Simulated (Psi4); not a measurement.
C4H12Ge, charge -1, doublet, at the geometry of the source list (a state made from the parent by changing its charge; the spin is typed, not shown lowest) (a gas-phase anion, which may not be bound at this level); B3LYP/def2-SV(P) run with Psi4 1.11.

The Psi4 input:
```
memory 2 GB

molecule mol {
-1 2
Ge    0.738300    1.693100    0.196900
C    -0.056600   -0.134800   -0.017900
C    -0.234800   -0.768800    1.357700
C     0.875400   -0.996300   -0.863000
C    -1.413600   -0.016900   -0.703700
H     1.969800    1.673700    1.047400
H     1.126400    2.300200   -1.120500
H    -0.222500    2.643100    0.845500
H    -0.661200   -1.770000    1.266300
H     0.723000   -0.852200    1.869900
H    -0.904500   -0.168300    1.972400
H     1.848400   -1.094300   -0.381900
H     1.022900   -0.552100   -1.848200
H     0.459000   -1.994800   -0.997100
H    -1.308500    0.417500   -1.699000
H    -2.082800    0.619200   -0.119800
H    -1.878600   -0.998400   -0.805100
}

set {
  basis def2-sv(p)
  reference uks
}

energy('b3lyp')
print_variables()
```

The log (banner, timings and long lists left out):

```
   => Loading Basis Set <=

    Name: DEF2-SV(P)
    Role: ORBITAL
    Keyword: BASIS

         ---------------------------------------------------------
                                   SCF
               by Justin Turney, Rob Parrish, Andy Simmonett
                          and Daniel G. A. Smith
                              UKS Reference
         ---------------------------------------------------------

  ==> Geometry <==

    Molecular point group: c1
    Full point group: C1

    Geometry (in Angstrom), charge = -1, multiplicity = 2:

       Center              X                  Y                   Z               Mass
    ------------   -----------------  -----------------  -----------------  -----------------
         GE           0.404659029395     0.929158381196     0.108384483436    73.921177761000
         C           -0.390240970605    -0.898741618804    -0.106415516564    12.000000000000
         C           -0.568440970605    -1.532741618804     1.269184483436    12.000000000000
         C            0.541759029395    -1.760241618804    -0.951515516564    12.000000000000
         C           -1.747240970605    -0.780841618804    -0.792215516564    12.000000000000
         H            1.636159029395     0.909758381196     0.958884483436     1.007825032230
         H            0.792759029395     1.536258381196    -1.209015516564     1.007825032230
         H           -0.556140970605     1.879158381196     0.756984483436     1.007825032230
         H           -0.994840970605    -2.533941618804     1.177784483436     1.007825032230
         H            0.389359029395    -1.616141618804     1.781384483436     1.007825032230
         H           -1.238140970605    -0.932241618804     1.883884483436     1.007825032230
         H            1.514759029395    -1.858241618804    -0.470415516564     1.007825032230
         H            0.689259029395    -1.316041618804    -1.936715516564     1.007825032230
         H            0.125359029395    -2.758741618804    -1.085615516564     1.007825032230
         H           -1.642140970605    -0.346441618804    -1.787515516564     1.007825032230
         H           -2.416440970605    -0.144741618804    -0.208315516564     1.007825032230
         H           -2.212240970605    -1.762341618804    -0.893615516564     1.007825032230

  Running in c1 symmetry.

  Rotational constants: A =      0.14646  B =      0.06453  C =      0.06448 [cm^-1]
  Rotational constants: A =   4390.61678  B =   1934.44161  C =   1932.94917 [MHz]
  Nuclear repulsion =  378.125333038562076

  Charge       = -1
  Multiplicity = 2
  Electrons    = 69
  Nalpha       = 35
  Nbeta        = 34

  ==> Algorithm <==

  SCF Algorithm Type is DF.
  DIIS enabled.
  MOM disabled.
  Fractional occupation disabled.
  Guess Type is SAD.
  Energy threshold   = 1.00e-06
  Density threshold  = 1.00e-06
  Integral threshold = 1.00e-12

  ==> Primary Basis <==

  Basis Set: DEF2-SV(P)
    Blend: DEF2-SV(P)
    Number of shells: 60
    Number of basis functions: 112
    Number of Cartesian functions: 119
    Spherical Harmonics?: true
    Max angular momentum: 2

  ==> DFT Potential <==

   => LibXC <=

    Version 7.1.2
    S. Lehtola, C. Steigemann, M. J. T. Oliveira, and M. A. L. Marques,  SoftwareX 7, 1–5 (2018) (10.1016/j.softx.2017.11.002)

   => Composite Functional: B3LYP <=

    B3LYP Hyb-GGA Exchange-Correlation Functional

    P. J. Stephens, F. J. Devlin, C. F. Chabalowski, and M. J. Frisch,  J. Phys. Chem. 98, 11623 (1994) (10.1021/j100096a001)

    Deriv               =              1
    GGA                 =           TRUE
    Meta                =          FALSE

    Exchange Hybrid     =           TRUE
    MP2 Hybrid          =          FALSE

   => Exchange Functionals <=

    0.0800   Slater exchange
    0.7200         Becke 88

   => Exact (HF) Exchange <=

    0.2000               HF

   => Correlation Functionals <=

    0.1900   Vosko, Wilk & Nusair (VWN5_RPA)
    0.8100   Lee, Yang & Parr

   => LibXC Density Thresholds  <==

    XC_HYB_GGA_XC_B3LYP:  1.00E-15

   => Molecular Quadrature <=

    Radial Scheme          =       TREUTLER
    Pruning Scheme         =           NONE
    Nuclear Scheme         =       TREUTLER

    Blocking Scheme        =         OCTREE
    BS radius alpha        =              1
    Pruning alpha          =              1
    Radial Points          =             75
    Spherical Points       =            302
    Total Points           =         359702
    Total Blocks           =           2660
    Max Points             =            256
    Max Functions          =            110
    Weights Tolerance      =       1.00E-15

   => Loading Basis Set <=

    Name: (DEF2-SV(P) AUX)
    Role: JKFIT
    Keyword: DF_BASIS_SCF

  ==> Integral Setup <==

  SCF_SUBTYPE=INCORE selected. In-core MEM_DF algorithm will be used.
  Using in-core AOs.

  ==> MemDFJK: Density-Fitted J/K Matrices <==

    J tasked:                   Yes
    K tasked:                   Yes
    wK tasked:                   No
    Algorithm:                 Core
    Schwarz Cutoff:           1E-12
    Mask sparsity (%):       0.6537
    Fitting Condition:        1E-10

   => Auxiliary Basis Set <=

  Basis Set: (DEF2-SV(P) AUX)
    Blend: DEF2-UNIVERSAL-JKFIT
    Number of shells: 232
    Number of basis functions: 782
    Number of Cartesian functions: 967
    Spherical Harmonics?: true
    Max angular momentum: 5

  Minimum eigenvalue in the overlap matrix is 2.0538078813E-03.
  Reciprocal condition number of the overlap matrix is 2.9593543151E-04.
    Using symmetric orthogonalization.

  ==> Pre-Iterations <==

  SCF Guess: Superposition of Atomic Densities via on-the-fly atomic UHF (no occupation information).

   -------------------------
    Irrep   Nso     Nmo
   -------------------------
     A        112     112
   -------------------------
    Total     112     112
   -------------------------

  ==> Iterations <==

                           Total Energy        Delta E     RMS |[F,P]|

   @DF-UKS iter SAD: -2232.74279090786649   -2.23274e+03   0.00000e+00
   @DF-UKS iter   1: -2233.92662871294397   -1.18384e+00   2.38566e-02 ADIIS/DIIS
   @DF-UKS iter   2: -2220.01164674435768    1.39150e+01   8.27603e-02 ADIIS/DIIS
   @DF-UKS iter   3: -2235.39075955354110   -1.53791e+01   1.39859e-02 ADIIS/DIIS
   @DF-UKS iter   4: -2236.08971315630151   -6.98954e-01   3.96591e-03 ADIIS/DIIS
   @DF-UKS iter   5: -2236.18478139824356   -9.50682e-02   1.05846e-03 ADIIS/DIIS
   @DF-UKS iter   6: -2236.19102508346168   -6.24369e-03   4.15297e-04 ADIIS/DIIS
   @DF-UKS iter   7: -2236.19213750449308   -1.11242e-03   4.37638e-05 DIIS
   @DF-UKS iter   8: -2236.19215653385299   -1.90294e-05   1.58741e-05 DIIS
   @DF-UKS iter   9: -2236.19216001495033   -3.48110e-06   5.07134e-06 DIIS
   @DF-UKS iter  10: -2236.19216051305193   -4.98102e-07   2.29586e-06 DIIS
   @DF-UKS iter  11: -2236.19216059014889   -7.70970e-08   5.05916e-07 DIIS
  Energy and wave function converged.

  ==> Post-Iterations <==

   Electrons on quadrature grid:
      Nalpha   =   35.0000639723 ; deviation = 6.397e-05
      Nbeta    =   34.0000214597 ; deviation = 2.146e-05
      Ntotal   =   69.0000854319 ; deviation = 8.543e-05

   @Spin Contamination Metric:   8.580190723E-04
   @S^2 Expected:                7.500000000E-01
   @S^2 Observed:                7.508580191E-01
   @S   Expected:                5.000000000E-01
   @S   Observed:                5.000000000E-01

    Orbital Energies [Eh]
    ---------------------

    Alpha Occupied:

[...]
    Alpha Virtual:

[...]
    Beta Occupied:

[...]
      34A     -0.099219

    Beta Virtual:

[...]
    Final Occupation by Irrep:
              A
    DOCC [    34 ]
    SOCC [     1 ]
    NA   [    35 ]
    NB   [    34 ]

  @DF-UKS Final Energy: -2236.19216059014889

   => Energetics <=

    Nuclear Repulsion Energy =            378.1253330385620757
    One-Electron Energy =               -3871.4504313304960306
    Two-Electron Energy =                1342.1236087911154300
    DFT Exchange-Correlation Energy =     -84.9906710893299362
    Empirical Dispersion Energy =           0.0000000000000000
    VV10 Nonlocal Energy =                  0.0000000000000000
    Total Energy =                      -2236.1921605901488874

  UHF NO Occupations:
  HONO-2 :   33  A 1.9999416
  HONO-1 :   34  A 1.9998059
  HONO-0 :   35  A 1.0000000
  LUNO+0 :   36  A 0.0001941
  LUNO+1 :   37  A 0.0000584
  LUNO+2 :   38  A 0.0000566
  LUNO+3 :   39  A 0.0000257

Computation Completed

Properties will be evaluated at   0.000000,   0.000000,   0.000000 [a0]

Properties computed using the SCF density matrix

 Multipole Moments:

 ------------------------------------------------------------------------------------
     Multipole            Electronic (a.u.)      Nuclear  (a.u.)        Total (a.u.)
 ------------------------------------------------------------------------------------

 L = 1.  Multiply by 2.5417464519 to convert [e a0] to [Debye]
 Dipole X            :          7.6218161           -7.4609902            0.1608258
 Dipole Y            :         17.4640076          -17.0945194            0.3694882
 Dipole Z            :          2.0322145           -1.9837497            0.0484648
 Magnitude           :                                                    0.4058760

 ------------------------------------------------------------------------------------

  Variable Map:
  ----------------------------------------------------------------------------
[...]
  Array Variable Map:
  ----------------------------------------------------------------------------
[...]
[...]
```
